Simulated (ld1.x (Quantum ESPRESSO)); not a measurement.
# Before and after: TM semilocal potential for Lu (Z = 71)

ld1.x (Quantum ESPRESSO) 7.5 input, shortened:

```
&input
   title='Lu', zed=71., rel=1, dft='PZ', iswitch=3,
   config='[Xe] 4f14 5d1 6s1.75 6p0.25'
 /
 &inputp
   pseudotype=1, tm=.true., lloc=0,
   nlcc=.false.
 /
4
6P  2  1   0.25   0.00  3.20  3.20  0.0
5D  3  2   1.00   0.00  2.40  2.40  0.0
4F  4  3  14.00   0.00  1.25  1.25  0.0
6S  1  0   1.75   0.00  3.05  3.05  0.0
 &test
   configts(1)='4f14 5d1 6s1.75 6p0.25'
 /
```

All-electron outer shells of the reference configuration (LDA (PZ), scalar-relativistic, ld1.x):

```json
{"shell": "5s", "level (eV)": "-61.57", "outermost node (bohr)": "0.57", "outermost maximum (bohr)": "1.04"}
{"shell": "5p", "level (eV)": "-32.16", "outermost node (bohr)": "0.61", "outermost maximum (bohr)": "1.19"}
{"shell": "4f", "level (eV)": "-10.19", "outermost node (bohr)": "–", "outermost maximum (bohr)": "0.47"}
{"shell": "6s", "level (eV)": "-5.04", "outermost node (bohr)": "1.41", "outermost maximum (bohr)": "3.00"}
{"shell": "5d", "level (eV)": "-2.22", "outermost node (bohr)": "0.68", "outermost maximum (bohr)": "1.84"}
{"shell": "6p", "level (eV)": "-1.59", "outermost node (bohr)": "1.73", "outermost maximum (bohr)": "4.26"}
```

Change: functional PBE.

Cutoffs: the cutoffs (Ry, on a coarse ladder) from which the occupation-weighted sum of valence levels, in a spherical-Bessel basis at the reference potential, stays within 10 and 1 mRy of its value at 400 Ry; they do not see the model core or the augmentation charge, which bear on the density cutoff. Errors are all-electron minus pseudo energies relative to the spin-unpolarised reference configuration.

Q: Predict the effect on cutoff, ghosts and configuration errors.

A: The number of tests that count goes from 9 to 7; of the 7 tests that both files solve, the error grows in 3 and shrinks in 1 by more than 15 % and 0.3 meV (median size 6.9 → 6.2 meV); neither file shows a bound ghost at the reference potential, the only one tested. A semilocal file is local in each channel, so a ghost entry of none says nothing of the separable form that plane-wave codes build from it.

| quantity | base | changed |
| --- | --- | --- |
| cutoff, loose | 300 Ry | 300 Ry |
| cutoff, tight | over 300 Ry | over 300 Ry |
| bound ghosts | none | none |
| error for 4f14 5d1 6s2 6p0, meV [ΔE -0.86 → -0.83 eV] | +0.5 | +0.7 |
| error for 4f14 5d1 6s1 6p0, meV [ΔE 6.72 → 6.53 eV] | +6.6 | +6.2 |
| error for 4f14 5d1 6s0 6p0, meV [ΔE 20.29 → 19.81 eV] | +86 | +167 |
| error for 4f14 5d2 6s1 6p0, meV [ΔE 2.14 → 2.17 eV] | -6.9 | -1.8 |
| error for 4f14 5d1 6s0 6p1, meV [ΔE 11.10 → 10.78 eV] | +40 | +58 |
| error for 4f13 5d1 6s2 6p0, meV [ΔE 16.92 → 16.70 eV] | -1009 | -977 |
| error for 4f14 5d0 6s2 6p1, meV [ΔE 0.23 → 0.11 eV] | 0.0 | +3.3 |
| s: phases at 3.51 bohr within 0.05 rad from the reference energy up to (Ry; the scan ends near 5) | 1.5 | 1.5 |
| p: phases at 3.51 bohr within 0.05 rad from the reference energy up to (Ry; the scan ends near 5) | 0.9 | 0.9 |
| d: phases at 3.51 bohr within 0.05 rad from the reference energy up to (Ry; the scan ends near 5) | to the end of the scan | to the end of the scan |
| f: phases at 3.51 bohr within 0.05 rad from the reference energy up to (Ry; the scan ends near 5) | 3.4 | 3.4 |

Base: These tests converged, but a pseudo level misses the all-electron one widely, so the file describes the atom poorly there or has found another state: 4f13 5d1 6s2 6p0: 4f by 2.3 eV. Changed file: These tests converged, but a pseudo level misses the all-electron one widely, so the file describes the atom poorly there or has found another state: 4f13 5d1 6s2 6p0: 4f by 2.2 eV.
